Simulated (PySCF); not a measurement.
**Reading a saddle point**

A first-order saddle point of SiH$_{3}$ClO$_{2}$, closed shell, PBE0-D4/def2-TZVP, with one imaginary mode of 711i cm⁻¹:

```
7
angstrom
Si -0.5696 0.2396 0.3779
O 1.0999 0.0781 -0.3935
O -1.0926 0.6063 -1.0365
H 0.4117 0.2916 -1.2008
H -0.4195 1.1893 1.4910
Cl -0.9089 -1.5968 1.2161
H 1.4792 -0.8081 -0.4544
```

Computed with PySCF 2.14 with density fitting (its default auxiliary sets; JK sets also for MP2 and CCSD(T)) (basis: def2-TZVPP and def2-QZVPP); correlated methods freeze the cores. Extrapolation: Hartree–Fock as exp(−7.88 √X), correlation as X^−2.97.

Question: Which contacts change along the imaginary mode, and what lies on either side? (Judge from chemistry; the calculation decides.)

Answer: By the calculation: The step is SiH₃ClO₂ ([OH][SiH]([OH])[Cl]) → SiHClO ([O][SiH][Cl]) + H₂O (still joined by a long Si–O bond), with the molecules in contact on both sides. Shortening one way: O2–H4; lengthening the same way: Si1–O2, O3–H4.
| pair | one side (Å) | saddle (Å) | other side (Å) |
| --- | --- | --- | --- |
| O2–H4 | 2.88 | 1.08 | 0.98 |
| Si1–O2 | 1.63 | 1.85 | 1.93 |
| O3–H4 | 0.96 | 1.55 | 2.31 |

Question: Which side is lower, and how far does the saddle lie above each? (Judge from chemistry; the value comes from the calculation.)

Answer: By the calculation: The side with Si1–O2, O3–H4 short is lower by 209.2 kJ/mol; the saddle lies 224.6 kJ/mol above it and 15.5 kJ/mol above the other (CCSD(T) at an estimated basis limit (MP2 extrapolated from triple and quadruple zeta, plus CCSD(T) − MP2 in triple zeta); electronic energies).

T1 diagnostic: at most 0.015.

Labels in which every atom is bracketed show which atoms are joined, not bond orders.

For scale, one of the runs: CCSD(T)/def2-TZVPP, 188 basis functions, launched by `OMP_NUM_THREADS=4 python run.py`. The run took 7.2 min on 4 CPU threads of an Arm Neoverse V1 (shared host), with 2.1 GiB of host memory at its peak.
